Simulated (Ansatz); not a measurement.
Reactions of `[CH3][V](=[NH])([F])[Cl]`.

Gas-phase electronic energies from Ansatz, PBE0-D4/def2-TZVP geometries. CBS: MP2 limit from def2 TZ/QZ plus the TZ coupled-cluster correction, frozen cores. This one scheme is used for every species. For V outer-core shells are correlated without core-valence functions, which leaves a few kJ/mol of doubt a bond. Scalar relativity is left out up to krypton. Each species was taken in one conformer, which may not be the lowest.

```json
{"reaction": "`[CH3][V](=[NH])([F])[Cl]` + H–F → `[NH]=[V]([F])([F])[Cl]` + CH₄", "MP2/CBS(def2) (eV)": "-1.44", "CCSD(T)/CBS(def2) (eV)": "-1.33"}
{"reaction": "`[CH3][V](=[NH])([F])[Cl]` + H₂O → `[CH3][V](=[NH])([OH])[F]` + HCl", "MP2/CBS(def2) (eV)": "0.65", "CCSD(T)/CBS(def2) (eV)": "0.46"}
{"reaction": "`[CH3][V](=[NH])([F])[Cl]` + H–F → `[CH3][V](=[NH])([F])[F]` + HCl", "MP2/CBS(def2) (eV)": "0.32", "CCSD(T)/CBS(def2) (eV)": "0.04"}
{"reaction": "`[CH3][V](=[NH])([F])[Cl]` + HCl → `[CH3][V](=[NH])([Cl])[Cl]` + H–F", "MP2/CBS(def2) (eV)": "-0.41", "CCSD(T)/CBS(def2) (eV)": "-0.06"}
{"reaction": "`[CH3][V](=[NH])([F])[Cl]` + HCl → `[NH]=[V]([F])([Cl])[Cl]` + CH₄", "MP2/CBS(def2) (eV)": "-1.78", "CCSD(T)/CBS(def2) (eV)": "-1.39"}
```

Largest T1 diagnostic: 0.031, for `[NH]=[V]([F])([Cl])[Cl]`, so its coupled-cluster energy is less sure.
